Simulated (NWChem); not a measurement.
# ammonium (NH4 cation); SMILES [NH4+]

All runs: NWChem. Pople sets run with spherical d functions. The geometry was optimised at PBE0-D3(BJ)/def2-TZVP. Static field.

For level PBE/aug-cc-pVTZ:

| Property | Result |
|---|---|
| isotropic polarisability (bohr³) | 9.3 |

### Question
What are these values for level PBE/6-31+G*?

### Answer
The isotropic polarisability (bohr³) is 7.5.
